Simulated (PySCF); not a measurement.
Isomers of C6H12BP, from PySCF, PBE0-D3(BJ)/def2-SVP geometry optimisation, gas phase. One conformer each, no zero-point energy, no frequencies.

**Question.** Which is lowest in electronic energy at this level?
A. `[BH3-][P+]1(C)C=CCC=C1`: A = 2696, B = 1352, C = 1239 MHz, dipole 6.05 D
B. `[BH3-:1][P+:2]1([C:3]#[C:4][CH3:5])[CH2:6][CH2:7][CH2:8]1` with B1–P2–C6–C7 137°, P2–C6–C7–C8 -19°, C6–C7–C8–P2 19°, B1–P2–C8–C7 -137°: A = 2483, B = 1079, C = 880.5 MHz, dipole 5.66 D
C. `[BH3-:1][P+:2]1([CH2:3][C:4]#[CH:5])[CH2:6][CH2:7][CH2:8]1` with B1–P2–C3–C4 179°, B1–P2–C6–C7 131°, P2–C6–C7–C8 -10°, C6–C7–C8–P2 10°, B1–P2–C8–C7 -132°: A = 2382, B = 1465, C = 1106 MHz, dipole 4.78 D

**Answer.** A. That is `[BH3-][P+]1(C)C=CCC=C1`, 33.0 kcal/mol below the next.

| SMILES | mapped SMILES | E (Eh) | relative (kcal/mol) | relative (kJ/mol) | dipole (D) |
| --- | --- | --- | --- | --- | --- |
| [BH3-][P+]1(C)C=CCC=C1 | [BH3-:1][P+:2]1([CH3:3])[CH:4]=[CH:5][CH2:6][CH:7]=[CH:8]1 | -601.30526 | 0.0 | 0.0 | 6.05 |
| [BH3-][P+]1(C#CC)CCC1 | [BH3-:1][P+:2]1([C:3]#[C:4][CH3:5])[CH2:6][CH2:7][CH2:8]1 | -601.25260 | 33.0 | 138.2 | 5.66 |
| [BH3-][P+]1(CC#C)CCC1 | [BH3-:1][P+:2]1([CH2:3][C:4]#[CH:5])[CH2:6][CH2:7][CH2:8]1 | -601.24452 | 38.1 | 159.5 | 4.78 |

As drawn, the highest has a four-membered ring, which the lowest lacks.
